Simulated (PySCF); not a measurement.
N2 (SMILES N#N), singlet, geometry from GFN2-xTB, atoms displaced at random by about 0.08 Å a coordinate; PBE/def2-SVP, gradient by finite differences run with PySCF.

The PySCF input:
```python
from pyscf import gto, scf, dft

mol = gto.Mole()
mol.atom = '''
    N     0.09026485    0.12641149   -0.63010120
    N     0.03777134   -0.00717777    0.64453963
'''
mol.basis = 'def2-svp'
mol.verbose = 4
mol.build()

mf = dft.RKS(mol)
mf.xc = 'pbe'
mf.conv_tol = 1e-11
mf.kernel()
scan, done = mf.as_scanner(), []
scan.scf_summary = {}
def energy(d):
    c = mol.atom_coords()
    c[1, 0] += d
    e = scan(mol.set_geom_(c, unit='Bohr', inplace=False))
    done.append(scan.converged)
    return e
h = 1e-3
fd = (energy(h) - energy(-h)) / (2 * h)
print('dE/dx =', fd)
```

Q: Write the output that PySCF gives for this input, abridged.

A: 
```
PySCF version 2.14.0

[INPUT] verbose = 4
[INPUT] num. atoms = 2
[INPUT] num. electrons = 14
[INPUT] charge = 0
[INPUT] spin (= nelec alpha-beta = 2S) = 0
[INPUT] symmetry False subgroup None
[INPUT] Mole.unit = angstrom
[INPUT] Symbol           X                Y                Z      unit          X                Y                Z       unit  Magmom
[INPUT]  1 N      0.090264850000   0.126411490000  -0.630101200000 AA    0.170575845175   0.238883095098  -1.190718698760 Bohr   0.0
[INPUT]  2 N      0.037771340000  -0.007177770000   0.644539630000 AA    0.071377487958  -0.013564019485   1.218003377128 Bohr   0.0

nuclear repulsion = 20.2149757634769
number of shells = 12
number of NR pGTOs = 48
number of NR cGTOs = 28
basis = def2-svp
ecp = {}

******** <class 'pyscf.dft.rks.RKS'> ********
method = RKS
initial guess = minao
damping factor = 0
level_shift factor = 0
DIIS = <class 'pyscf.scf.diis.CDIIS'>
diis_start_cycle = 1
diis_space = 8
diis_damp = 0
SCF conv_tol = 1e-11
SCF conv_tol_grad = None
SCF max_cycles = 50
direct_scf = True
direct_scf_tol = 1e-13
XC library pyscf.dft.libxc version 7.1.2
    S. Lehtola, C. Steigemann, M. J. T. Oliveira, and M. A. L. Marques,  SoftwareX 7, 1–5 (2018)
XC functionals = pbe
    J. P. Perdew, K. Burke, and M. Ernzerhof,  Phys. Rev. Lett. 77, 3865 (1996)
    J. P. Perdew, K. Burke, and M. Ernzerhof,  Phys. Rev. Lett. 78, 1396 (1997)
    J. P. Perdew, K. Burke, and M. Ernzerhof,  Phys. Rev. Lett. 77, 3865 (1996)
    J. P. Perdew, K. Burke, and M. Ernzerhof,  Phys. Rev. Lett. 78, 1396 (1997)
radial grids:
    Treutler-Ahlrichs [JCP 102, 346 (1995); DOI:10.1063/1.469408] (M4) radial grids

becke partition: Becke, JCP 88, 2547 (1988); DOI:10.1063/1.454033
pruning grids: <function nwchem_prune>
grids dens level: 3
symmetrized grids: False
atomic radii adjust function: <function treutler_atomic_radii_adjust>
small_rho_cutoff = 0
Set gradient conv threshold to 3.16228e-06
Initial guess from minao.
tot grids = 27808
init E= -109.156190977825
  HOMO = -0.335357247277281  LUMO = -0.0939390879684012  gap/eV = 6.56932
cycle= 1 E= -109.261607593566  delta_E= -0.105  |g|= 0.154  |ddm|=  1.7
  HOMO = -0.386926104575645  LUMO = -0.160503302999842  gap/eV = 6.16128
cycle= 2 E= -109.264523628656  delta_E= -0.00292  |g|= 0.11  |ddm|= 0.279
  HOMO = -0.359702243170655  LUMO = -0.13033746035124  gap/eV = 6.24133
cycle= 3 E= -109.267620762557  delta_E= -0.0031  |g|= 0.00382  |ddm|= 0.112
  HOMO = -0.361152133371993  LUMO = -0.131148221517465  gap/eV = 6.25873
cycle= 4 E= -109.267624339639  delta_E= -3.58e-06  |g|= 0.000992  |ddm|= 0.00849
  HOMO = -0.360923693358327  LUMO = -0.130976353692454  gap/eV = 6.25719
cycle= 5 E= -109.267624559292  delta_E= -2.2e-07  |g|= 1.51e-05  |ddm|= 0.00138
  HOMO = -0.360927328181851  LUMO = -0.130981519364267  gap/eV = 6.25714
cycle= 6 E= -109.267624559354  delta_E= -6.11e-11  |g|= 9.18e-08  |ddm|= 1.63e-05
  HOMO = -0.360927345142929  LUMO = -0.130981543561873  gap/eV = 6.25714
cycle= 7 E= -109.267624559354  delta_E= -1.42e-13  |g|= 6.06e-10  |ddm|= 1.29e-07
  HOMO = -0.36092734505523  LUMO = -0.130981543478037  gap/eV = 6.25714
Extra cycle  E= -109.267624559354  delta_E= 1.42e-13  |g|= 4.42e-10  |ddm|= 1.26e-09
converged SCF energy = -109.267624559354
Create scanner for <class 'pyscf.dft.rks.RKS'>

WARN: Mole.unit (angstrom) is changed to Bohr

New geometry
   1 N      0.090264850000   0.126411490000  -0.630101200000 AA    0.170575845175   0.238883095098  -1.190718698760 Bohr
   2 N      0.038300517211  -0.007177770000   0.644539630000 AA    0.072377487958  -0.013564019485   1.218003377128 Bohr

******** <class 'pyscf.scf.hf.RKS_Scanner'> ********
method = RKS_Scanner
initial guess = minao
damping factor = 0
level_shift factor = 0
DIIS = <class 'pyscf.scf.diis.CDIIS'>
diis_start_cycle = 1
diis_space = 8
diis_damp = 0
SCF conv_tol = 1e-11
SCF conv_tol_grad = None
SCF max_cycles = 50
direct_scf = True
direct_scf_tol = 1e-13
XC library pyscf.dft.libxc version 7.1.2
    S. Lehtola, C. Steigemann, M. J. T. Oliveira, and M. A. L. Marques,  SoftwareX 7, 1–5 (2018)
XC functionals = pbe
    J. P. Perdew, K. Burke, and M. Ernzerhof,  Phys. Rev. Lett. 77, 3865 (1996)
    J. P. Perdew, K. Burke, and M. Ernzerhof,  Phys. Rev. Lett. 78, 1396 (1997)
    J. P. Perdew, K. Burke, and M. Ernzerhof,  Phys. Rev. Lett. 77, 3865 (1996)
    J. P. Perdew, K. Burke, and M. Ernzerhof,  Phys. Rev. Lett. 78, 1396 (1997)
radial grids:
    Treutler-Ahlrichs [JCP 102, 346 (1995); DOI:10.1063/1.469408] (M4) radial grids

becke partition: Becke, JCP 88, 2547 (1988); DOI:10.1063/1.454033
pruning grids: <function nwchem_prune>
grids dens level: 3
symmetrized grids: False
atomic radii adjust function: <function treutler_atomic_radii_adjust>
small_rho_cutoff = 0
Set gradient conv threshold to 3.16228e-06
tot grids = 27808
init E= -109.267655815924
  HOMO = -0.360915991623476  LUMO = -0.130961379016291  gap/eV = 6.25738
cycle= 1 E= -109.267635532102  delta_E= 2.03e-05  |g|= 2.87e-05  |ddm|= 0.000983
  HOMO = -0.360931205284049  LUMO = -0.13097878812009  gap/eV = 6.25732
cycle= 2 E= -109.267635532259  delta_E= -1.58e-10  |g|= 1.8e-05  |ddm|= 5.29e-05
  HOMO = -0.360927601878734  LUMO = -0.130974592635514  gap/eV = 6.25734
cycle= 3 E= -109.267635532341  delta_E= -8.12e-11  |g|= 1.53e-06  |ddm|= 1.88e-05
  HOMO = -0.360928144853111  LUMO = -0.130975066698774  gap/eV = 6.25734
cycle= 4 E= -109.267635532342  delta_E= -8.53e-13  |g|= 3.47e-07  |ddm|= 2.41e-06
  HOMO = -0.360927994433439  LUMO = -0.130974938641177  gap/eV = 6.25734
Extra cycle  E= -109.267635532341  delta_E= 3.98e-13  |g|= 6.42e-07  |ddm|= 8.09e-07
converged SCF energy = -109.267635532341

WARN: Mole.unit (angstrom) is changed to Bohr

New geometry
   1 N      0.090264850000   0.126411490000  -0.630101200000 AA    0.170575845175   0.238883095098  -1.190718698760 Bohr
   2 N      0.037242162789  -0.007177770000   0.644539630000 AA    0.070377487958  -0.013564019485   1.218003377128 Bohr

******** <class 'pyscf.scf.hf.RKS_Scanner'> ********
method = RKS_Scanner
initial guess = minao
damping factor = 0
level_shift factor = 0
DIIS = <class 'pyscf.scf.diis.CDIIS'>
diis_start_cycle = 1
diis_space = 8
diis_damp = 0
SCF conv_tol = 1e-11
SCF conv_tol_grad = None
SCF max_cycles = 50
direct_scf = True
direct_scf_tol = 1e-13
XC library pyscf.dft.libxc version 7.1.2
    S. Lehtola, C. Steigemann, M. J. T. Oliveira, and M. A. L. Marques,  SoftwareX 7, 1–5 (2018)
XC functionals = pbe
    J. P. Perdew, K. Burke, and M. Ernzerhof,  Phys. Rev. Lett. 77, 3865 (1996)
    J. P. Perdew, K. Burke, and M. Ernzerhof,  Phys. Rev. Lett. 78, 1396 (1997)
    J. P. Perdew, K. Burke, and M. Ernzerhof,  Phys. Rev. Lett. 77, 3865 (1996)
    J. P. Perdew, K. Burke, and M. Ernzerhof,  Phys. Rev. Lett. 78, 1396 (1997)
radial grids:
    Treutler-Ahlrichs [JCP 102, 346 (1995); DOI:10.1063/1.469408] (M4) radial grids

becke partition: Becke, JCP 88, 2547 (1988); DOI:10.1063/1.454033
pruning grids: <function nwchem_prune>
grids dens level: 3
symmetrized grids: False
atomic radii adjust function: <function treutler_atomic_radii_adjust>
small_rho_cutoff = 0
Set gradient conv threshold to 3.16228e-06
tot grids = 27808
init E= -109.267571207396
  HOMO = -0.360951810946944  LUMO = -0.131016478375116  gap/eV = 6.25686
cycle= 1 E= -109.267613473808  delta_E= -4.23e-05  |g|= 5.92e-05  |ddm|= 0.00197
  HOMO = -0.360919970912021  LUMO = -0.13098017893656  gap/eV = 6.25698
cycle= 2 E= -109.267613474391  delta_E= -5.82e-10  |g|= 4.2e-05  |ddm|= 0.000109
  HOMO = -0.360927239026208  LUMO = -0.130988609692167  gap/eV = 6.25695
cycle= 3 E= -109.267613474182  delta_E= 2.09e-10  |g|= 5.58e-05  |ddm|= 5.39e-05
  HOMO = -0.360927347593908  LUMO = -0.130988804401536  gap/eV = 6.25695
cycle= 4 E= -109.267613474808  delta_E= -6.26e-10  |g|= 7.18e-06  |ddm|= 3.25e-05
  HOMO = -0.360926482120679  LUMO = -0.130988040077321  gap/eV = 6.25694
cycle= 5 E= -109.267613474818  delta_E= -1.06e-11  |g|= 5.29e-07  |ddm|= 5.17e-06
  HOMO = -0.360926627703125  LUMO = -0.130988161588628  gap/eV = 6.25694
cycle= 6 E= -109.267613474819  delta_E= -4.55e-13  |g|= 3.07e-08  |ddm|= 7.24e-07
  HOMO = -0.360926629064436  LUMO = -0.130988161439889  gap/eV = 6.25694
Extra cycle  E= -109.267613474819  delta_E= 8.53e-14  |g|= 1.82e-08  |ddm|= 5.88e-08
converged SCF energy = -109.267613474819
dE/dx = -0.011028761129239228
```
